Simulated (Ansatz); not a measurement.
Abstraction of Cl: SiH2(CH3)Cl + CHBrCl → SiH2(CH3) + CHBrCl2

Species: SiH2(CH3)Cl ((chlorosilyl)methane), singlet; CHBrCl `Cl[CH]Br`, doublet; SiH2(CH3), doublet; CHBrCl2 (bromodichloromethane) `ClC(Cl)Br`, singlet. A radical takes Cl: the energy is the difference in strength between the Si–Cl bond broken and the C–Cl bond made.

Shapes, held fixed at every level: PBE0-D4/def2-TZVP. Programs: Ansatz 0.2.0. The zero-point and thermal change to 298 K, harmonic and unscaled (PBE0-D4/def2-TZVP), is +0.6 kJ/mol.

Problem. Estimate ΔH(298 K) of this reaction.

Solution. The highest level, CCSD(T)/def2-TZVPP, gives ΔH(298 K) = +157.1 kJ/mol; the levels span +140.1 to +189.4. The column of differences is taken from that level and isn't an error. No measured value is set beside it here. Open shells run unrestricted. Relativity is left out for Br. Outer-core shells of Br are correlated, in sets that cover them unevenly. Times are processor times on shared x86 and Arm servers, and rough.

```tsv
level	kind	ΔH(298 K) (kJ/mol)	less CCSD(T)/def2-TZVPP	CPU time (sum over the molecules)
MP2/def2-SVP	perturbation theory	+140.1	-17.0	–
HF/def2-SVP	Hartree–Fock	+189.4	+32.3	–
SPW92/def2-TZVPP	LDA	+141.2	-15.9	14 s
r2SCAN0-D4/def2-TZVPP	global hybrid	+170.9	+13.8	54 s
wB97X-V/def2-TZVPP	range-separated hybrid	+166.0	+8.9	74 s
CCSD(T)/def2-SVP	coupled cluster or CI	+148.3	-8.8	22 s
CCSD(T)/def2-TZVPP	coupled cluster or CI	+157.1	0.0	6.3 min
```
